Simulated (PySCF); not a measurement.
C2H7NOSi.
SMILES with atom numbers: `[NH2:1][C:2](=[O:3])[CH2:4][SiH3:5]` (hydrogens: H6, H7 on N1; H8, H9 on C4; H10, H11, H12 on Si5)

Cartesian coordinates in Å at the PBE0-D3(BJ)/def2-SVP level; atoms count from 1:
```xyz
12
C2H7NOSi angstrom
N     -1.8218    0.2393    0.5059
C     -0.9939   -0.7328    0.0298
O     -1.3654   -1.5744   -0.7594
C      0.4315   -0.6580    0.5338
Si     1.4702    0.6237   -0.3973
H     -1.5095    0.9630    1.1356
H     -2.7727    0.2631    0.1629
H      0.8847   -1.6476    0.3800
H      0.4704   -0.4229    1.6102
H      1.3788    0.3925   -1.8678
H      0.9741    2.0013   -0.0884
H      2.8959    0.5255    0.0380
```

Method: PBE0-D3(BJ)/def2-SVP geometry optimisation, gas phase in PySCF 2.14.0.

Masses are those of the commonest isotopes; rigid-rotor values at the optimised geometry. The values belong to one conformer with, in the numbering `[NH2:1][C:2](=[O:3])[CH2:4][SiH3:5]`, N1–C2–C4–Si5 -80°.

**Question.** Give the principal moments of inertia and the rotational constants in GHz.

**Answer.** Ia = 68.97, Ib = 218.08, Ic = 246.59 u·Å²; 505379 MHz·u·Å²/I gives 7328, 2317 and 2049 MHz, that is A = 7.3276, B = 2.3174, C = 2.0495 GHz.

**Question.** What kind of rotor is it?

**Answer.** An asymmetric top. Ray's parameter κ = (2B − A − C)/(A − C) = -0.898; −1 is the prolate and +1 the oblate limit.

**Question.** What does the inertial defect say?

**Answer.** Not planar: Δ = Ic − Ia − Ib = -40.46 u·Å². For a rigid frame Δ = −2 Σ m c², so Σ m c² = 20.23 u·Å² lies off the ab plane: 7.85 from hydrogen and 12.38 from heavier atoms. The atom farthest from that plane is 1.72 Å away.

**Question.** Give the other two planar moments, Paa and Pbb, and the rms extents of the mass along the axes.

**Answer.** Paa = Σ m a² = (Ib + Ic − Ia)/2 = 197.85 and Pbb = Σ m b² = (Ia + Ic − Ib)/2 = 48.74 u·Å². With the mass M = 89.03 u, the rms extents √(P/M) along a, b and c are 1.49, 0.74, 0.48 Å.

**Question.** Which types of transition are allowed, and where do some lines up to J = 3 fall?

**Answer.** The dipole components are |μa| = 0.99 D, |μb| = 3.21 D, |μc| = 1.07 D. Intensities carry the squares of the components, which stand as 0.10 : 1.00 : 0.11 (a : b : c). Some of the stronger lines:

| type | branch | J(Ka,Kc) | MHz | lower level (cm⁻¹) |
| --- | --- | --- | --- | --- |
| b | R | 2(0,2) ← 1(1,1) | 3713 | 0.313 |
| c | Q | 3(1,3) ← 3(0,3) | 4386 | 0.872 |
| c | Q | 2(1,2) ← 2(0,2) | 4753 | 0.437 |
| c | Q | 1(1,1) ← 1(0,1) | 5010 | 0.146 |
| b | Q | 1(1,0) ← 1(0,1) | 5278 | 0.146 |
| b | Q | 2(1,1) ← 2(0,2) | 5557 | 0.437 |
| b | Q | 3(1,2) ← 3(0,3) | 5994 | 0.872 |
| b | R | 3(0,3) ← 2(1,2) | 8306 | 0.595 |
| b | R | 1(1,1) ← 0(0,0) | 9377 | 0.000 |
| c | R | 1(1,0) ← 0(0,0) | 9645 | 0.000 |
| b | R | 2(1,2) ← 1(0,1) | 13476 | 0.146 |
| c | Q | 3(2,2) ← 3(1,2) | 14635 | 1.072 |
| b | Q | 3(2,1) ← 3(1,2) | 14687 | 1.072 |
| c | Q | 2(2,1) ← 2(1,1) | 15031 | 0.622 |
| c | R | 3(1,2) ← 2(0,2) | 19053 | 0.437 |
| b | R | 2(2,1) ← 1(1,0) | 24032 | 0.322 |
| c | R | 2(2,1) ← 1(1,1) | 24300 | 0.313 |
| b | Q | 3(3,0) ← 3(2,1) | 25675 | 1.562 |
| b | Q | 3(3,1) ← 3(2,2) | 25727 | 1.560 |
| b | R | 3(2,2) ← 2(1,1) | 28131 | 0.622 |
| c | R | 3(2,1) ← 2(1,1) | 28183 | 0.622 |
| c | R | 3(2,2) ← 2(1,2) | 28935 | 0.595 |
| c | R | 3(3,1) ← 2(2,1) | 38828 | 1.123 |
| b | R | 3(3,0) ← 2(2,1) | 38828 | 1.123 |

**Question.** Estimate the classical rotational partition function at 10 K, 25 K and 200 K.

**Answer.** Point group C1, symmetry number σ = 1; q = (√π/σ)·√((kT/h)³/(ABC)), k/h = 20836.6 MHz/K: 904 at 10 K, 3570 at 25 K, 80800 at 200 K.

Not checked by PBE0-D3(BJ)/def2-SVP frequencies. No vibrational averaging or centrifugal distortion is included, and the geometry carries the error of its method. A rigid rotor knows nothing of internal rotation, which can split or shift real lines. Quadrupole hyperfine structure (14N) is left out.

The run took 52 s wall on one thread of an Arm Neoverse V1 (shared host), and the process peaked at 0.45 GiB of memory. These figures are those of the optimisation.
